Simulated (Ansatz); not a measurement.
One change: `F[Si](F)(F)O[Si](Cl)(Cl)Cl` becomes `OB(O)O[Si](Cl)(Cl)Cl`.

Ansatz, PBE0-D4/def2-TZVP geometries, multiplicity 1. Each molecule was computed in one conformer, which needn't be the lowest.

| property | `F[Si](F)(F)O[Si](Cl)(Cl)Cl` |
| --- | --- |
| HOMO–LUMO gap (ωB97M-V/def2-TZVPP) / eV | 13.59 |
| LUMO energy (B3LYP/def2-TZVPP) / eV | -0.58 |
| size of the dipole moment (ωB97M-V/def2-TZVPP) / D | 0.69 |
| HOMO energy (B3LYP/def2-TZVPP) / eV | -9.32 |
| size of the dipole moment (PBE/def2-TZVPP) / D | 0.66 |
| HOMO–LUMO gap (PBE0/def2-TZVPP) / eV | 9.32 |

Problem. Give the same properties after the change, and the shifts. (Estimate.)

Solution. Ansatz gave: 
| property | `OB(O)O[Si](Cl)(Cl)Cl` | shift |
| --- | --- | --- |
| HOMO–LUMO gap (ωB97M-V/def2-TZVPP) / eV | 13.15 | -0.44 |
| LUMO energy (B3LYP/def2-TZVPP) / eV | -0.19 | 0.39 |
| size of the dipole moment (ωB97M-V/def2-TZVPP) / D | 2.01 | 1.32 |
| HOMO energy (B3LYP/def2-TZVPP) / eV | -8.91 | 0.41 |
| size of the dipole moment (PBE/def2-TZVPP) / D | 2.01 | 1.35 |
| HOMO–LUMO gap (PBE0/def2-TZVPP) / eV | 9.32 | 0.00 |

Dipoles are sizes alone; their direction can turn.

B3LYP here is the variant with VWN-RPA as its local correlation; programs differ in this.
